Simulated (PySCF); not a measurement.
The scaffold allyl-X carries different groups X. Isolated molecules, 0 K electronic values unless said otherwise. One relaxed conformer stands for each flexible species; it need not be the lowest. Strings in code marks are SMILES.

These are PBE-D3(BJ)/def2-TZVP // B3LYP-D3(BJ)/def2-TZVP run with PySCF values and carry that method's errors. All candidates: neutral, multiplicity 1. Delta-SCF ions had no search for a lower state. Excitations are Tamm–Dancoff values on a coarser integration grid. The basis has no diffuse functions, so Rydberg states are missing or too high.

```json
{
  "T1 excitation (TDA)": "4.52 eV",
  "brightest of the four lowest singlets (TDA)": "7.31 eV",
  "vertical ionisation energy (Delta-SCF)": "9.40 eV"
}
```

Name which member has these values.
A. `C=CC[SeH]` (C–C–C–Se torsion -115°, C–C–Se–H torsion 57°)
B. `C=C[CH2][GeH3]` (C–C–C–Ge torsion 106°)
C. `C=CCCO`
D. `C=CCCC` (C–C–C–C torsion -120°, C–C–C–C torsion 65°)

D, `C=CCCC` (C–C–C–C torsion -120°, C–C–C–C torsion 65°). The others give `C=CC[SeH]` (C–C–C–Se torsion -115°, C–C–Se–H torsion 57°): 3.76 eV, 5.79 eV, 8.53 eV; `C=CCCO`: 4.52 eV, 6.75 eV, 9.25 eV; `C=C[CH2][GeH3]` (C–C–C–Ge torsion 106°): 4.28 eV, 6.58 eV, 9.00 eV
